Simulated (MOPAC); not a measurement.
MOPAC input (PM3):

```
PM3 FORCE THERMO(298,298) PRECISE LET UHF MS=0.5 GEO-OK AUX(PRECISION=9) THREADS=1
H2Cl3Si2

Si    2.35392296 1   -0.23004545 1    0.47600159 1
Si   -0.00636300 1    0.00782874 1    0.01249690 1
Cl   -0.55120428 1   -0.82908174 1   -1.80315495 1
Cl   -1.17787808 1   -0.90183727 1    1.44524251 1
Cl   -0.59171966 1    1.98389013 1   -0.06083068 1
H     2.77791895 1   -1.63751633 1    0.64118643 1
H     3.21308148 1    0.51659676 1   -0.46860207 1
```

Output:

```
 *******************************************************************************
 **                                                                           **
 **                              MOPAC v23.2.5                                **
 **                                                                           **
 *******************************************************************************
 ** MOPAC's Digital Object Identifier: https://doi.org/10.5281/zenodo.6511958 **
 **                                                                           **
 ** Please cite the open-source release paper for use of this MOPAC version:  **
 ** J. E. Moussa and J. J. P. Stewart (2026)                                  **
 ** MOPAC: An open-source semiempirical molecular orbital program             **
 ** J. Open Source Softw., 11(119), 8025, https://doi.org/10.21105/joss.08025 **
 *******************************************************************************

                              PM3 CALCULATION RESULTS

 *******************************************************************************
 *  PM3        - The PM3 Hamiltonian to be used
 *  GEO-OK     - OVERRIDE INTERATOMIC DISTANCE AND OTHER SAFETY CHECKS
 *  UHF        - UNRESTRICTED HARTREE-FOCK CALCULATION
 *  MS=        - IN MECI, MAGNETIC COMPONENT OF SPIN =  0.5
 *  LET        - OVERRIDE SOME SAFETY CHECKS
 *  PRECISE    - TIGHTER CRITERIA TO BE USED
 *  FORCE      - FORCE CALCULATION SPECIFIED
 *  AUX        - OUTPUT AUXILIARY INFORMATION
 *  THERMO     - THERMODYNAMIC QUANTITIES TO BE CALCULATED
 *******************************************************************************
PM3 FORCE THERMO(298,298) PRECISE LET UHF MS=0.5 GEO-OK AUX(PRECISION=9) THREADS=1
 H2Cl3Si2

   ATOM   CHEMICAL          X               Y               Z
  NUMBER   SYMBOL      (ANGSTROMS)     (ANGSTROMS)     (ANGSTROMS)

     1      Si          2.35392296  *  -0.23004545  *   0.47600159  *
     2      Si         -0.00636300  *   0.00782874  *   0.01249690  *
     3      Cl         -0.55120428  *  -0.82908174  *  -1.80315495  *
     4      Cl         -1.17787808  *  -0.90183727  *   1.44524251  *
     5      Cl         -0.59171966  *   1.98389013  *  -0.06083068  *
     6       H          2.77791895  *  -1.63751633  *   0.64118643  *
     7       H          3.21308148  *   0.51659676  *  -0.46860207  *

          CARTESIAN COORDINATES

    NO.       ATOM           X           Y           Z

     1        Si          2.3539     -0.2300      0.4760
     2        Si         -0.0064      0.0078      0.0125
     3        Cl         -0.5512     -0.8291     -1.8032
     4        Cl         -1.1779     -0.9018      1.4452
     5        Cl         -0.5917      1.9839     -0.0608
     6         H          2.7779     -1.6375      0.6412
     7         H          3.2131      0.5166     -0.4686

  H: (PM3): J. J. P. STEWART, J. COMP. CHEM. 10, 209 (1989).
 Si: (PM3): J. J. P. STEWART, J. COMP. CHEM. 10, 209 (1989).
 Cl: (PM3): J. J. P. STEWART, J. COMP. CHEM. 10, 209 (1989).

           Empirical Formula: H2 Si2 Cl3  =     7 atoms

      MOLECULAR POINT GROUP   :   Cs

[...]
 REDUCED MASS        1.4922         Si2 -- Cl5          +7.5% ( 36.6%)     72.2%
 EFFECTIVE MASS      8.0850
 FORCE CONSTANT      0.1618

 VIBRATION         11    6A'         ATOM PAIR     ENERGY CONTRIBUTION    RADIAL
 FREQUENCY           439.25         Si1 -- Si2         +32.3% ( 86.5%)     93.7%
 TRANSITION DIPOLE   1.5303         Si2 -- Cl4         +17.4% ( 63.6%)     34.1%
 TRAVEL (Ang.)       0.1304         Si2 -- Cl5         +17.4% ( 63.6%)     34.0%
 REDUCED MASS        9.0284         Si2 -- Cl3         +16.3% ( 61.6%)      7.3%
 EFFECTIVE MASS     23.2107
 FORCE CONSTANT      1.0263

 VIBRATION         12    7A'         ATOM PAIR     ENERGY CONTRIBUTION    RADIAL
 FREQUENCY           458.45         Si1 -- H 6         +25.9% ( 56.8%)      0.0%
 TRANSITION DIPOLE   0.1720         Si1 -- H 7         +25.9% ( 56.8%)      0.0%
 TRAVEL (Ang.)       0.2705         Si1 -- Si2         +21.0% ( 51.1%)     71.3%
 REDUCED MASS        2.0102         Si2 -- Cl3          +9.7% ( 34.7%)     66.9%
 EFFECTIVE MASS      9.7687
 FORCE CONSTANT      0.2489

 VIBRATION         13    8A'         ATOM PAIR     ENERGY CONTRIBUTION    RADIAL
 FREQUENCY           790.28         Si1 -- H 7         +48.9% ( 55.4%)      2.0%
 TRANSITION DIPOLE   0.7622         Si1 -- H 6         +48.9% ( 55.4%)      2.0%
 TRAVEL (Ang.)       0.4051         Si1 -- Si2          +2.1% ( 11.5%)     79.8%
 REDUCED MASS        0.5198
 EFFECTIVE MASS      1.6816
 FORCE CONSTANT      0.1913

 VIBRATION         14    6A"         ATOM PAIR     ENERGY CONTRIBUTION    RADIAL
 FREQUENCY          1846.40         Si1 -- H 7         +49.9% ( 71.5%)     98.3%
 TRANSITION DIPOLE   0.0110         Si1 -- H 6         +49.9% ( 71.5%)     98.3%
 TRAVEL (Ang.)       0.2654         Si1 -- Si2          +0.2% (  4.9%)      0.0%
 REDUCED MASS        0.5185
 EFFECTIVE MASS      1.4508
 FORCE CONSTANT      1.0416

 VIBRATION         15    9A'         ATOM PAIR     ENERGY CONTRIBUTION    RADIAL
 FREQUENCY          1860.05         Si1 -- H 6         +50.0% ( 70.0%)     98.7%
 TRANSITION DIPOLE   0.0477         Si1 -- H 7         +50.0% ( 70.0%)     98.7%
 TRAVEL (Ang.)       0.2706
 REDUCED MASS        0.4951
 EFFECTIVE MASS      1.1901
 FORCE CONSTANT      1.0093

      SYMMETRY NUMBER FOR POINT-GROUP Cs  =  1

          SYSTEM IS A GROUND STATE

 H2Cl3Si2

          MOLECULE IS NOT LINEAR

          THERE ARE 15 GENUINE VIBRATIONS IN THIS SYSTEM
          THIS THERMODYNAMICS CALCULATION IS LIMITED TO
          MOLECULES WHICH HAVE NO INTERNAL ROTATIONS

                    CALCULATED THERMODYNAMIC PROPERTIES
                                          *
   TEMP. (K)   PARTITION FUNCTION   H.O.F.    ENTHALPY  HEAT CAPACITY ENTROPY
                                   KCAL/MOL   CAL/MOLE    CAL/K/MOL  CAL/K/MOL

 298.00  VIB.     0.1178D+04                  4002.2474    21.2793    27.4826
         ROT.     0.6697D+06                   888.2803     2.9808    29.6384
         INT.     0.7888D+09                  4890.5277    24.2601    57.1210
         TRA.     0.2041D+28                  1480.4672     4.9680    41.2003
         TOT.                      -79.572    6370.9949    29.2281    98.3213

   *: NOTE: HEATS OF FORMATION ARE RELATIVE TO THE
            ELEMENTS IN THEIR STANDARD STATE AT 298K
              (=  Standard Enthalpy of Formation).

            Hvib:  Zero-point energy is not included.
                   frequencies of less than zero cm-1 are not included.
            Hrot = (3/2)RT
            Htra = (3/2)RT + pV = (5/2)RT

            Heat capacity is Cp, not Cv

          For more information, see: HTTP://OpenMOPAC.net/Manual/thermochemistry.html

           FORCE CONSTANT IN CARTESIAN COORDINATES (Millidynes/A)

    ATOM   CHEMICAL       X               Y               Z
   NUMBER   SYMBOL  FORCE CONSTANT  FORCE CONSTANT  FORCE CONSTANT

      1      Si        2.244139        1.055472        2.889018
      2      Si        2.220054        1.536120        1.644666
      3      Cl        0.279006        1.074765        0.142666
      4      Cl        0.291887        0.383959        0.880258
      5      Cl        0.291593        0.393574        0.870937
      6       H        0.442517        0.360624        1.447041
      7       H        0.443018        0.347708        1.459456

 **********************
 *                    *
 * JOB ENDED NORMALLY *
 *                    *
 **********************

 == MOPAC DONE ==
```
